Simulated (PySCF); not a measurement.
Structure from 2D NMR

Compound of formula C5H11N2PSi. Correlations simulated from computed shifts and the bond graph:

HSQC (one-bond C–H):
```tsv
δH	δC
8.94	173.6
2.92	21.0
0.50	-0.6
```

COSY cross peaks (H two or three bonds apart, from the bond graph; peaks can be absent where the dihedral angle is near 90°):
```tsv
δH	δH
5.35	0.50
```

HMBC (two and three bonds, from the bond graph):
```tsv
δH	δC
8.94	184.2
5.35	173.6, -0.6
2.92	184.2
0.50	-0.6
```

Carbons without hydrogens: δ 184.2.

- geometry from GFN2-xTB
- shieldings: GIAO PBE0/pcSseg-1
- run in PySCF 2.14
- non-relativistic, one averaged value for each set of equivalent atoms, one conformer, gas phase

Referencing at the same level of theory: ¹H, ¹³C against TMS.

Exchangeable hydrogens are left out of these lists.

**Question.** Assemble the structure.

**Answer.** `n1([SiH](C)C)nc(C)pc1`.

Atoms are numbered as in `[CH3:1][c:2]1[n:3][n:4]([SiH:5]([CH3:6])[CH3:7])[cH:8][p:9]1`. Hydrogens are named by the atom that carries them.

δC 184.2 is C2, a substituted aromatic carbon next to a ring nitrogen. δC 173.6 is C8, an aromatic CH next to a ring nitrogen (δH 8.94). δC 21.0 is C1, a methyl carbon on an aromatic ring (δH 2.92). δC -0.6 is C6/C7, a methyl carbon bonded to Si (δH 0.50). HMBC from δH 8.94 reaches the proton-free carbon C2. HMBC from δH 2.92 reaches the proton-free carbon C2. COSY links 5.35–0.50.

The data come from this structure; uniqueness wasn't tested.

Shifts are as computed. Against solution values, carbons near 30 ppm lie about +3 ppm off and those near 130 ppm about +5 ppm. Of 1211 compounds with measured shifts, 218 miss one by over three times the rms of a fit or turn the order of signals round; such compounds aren't used in these exercises.
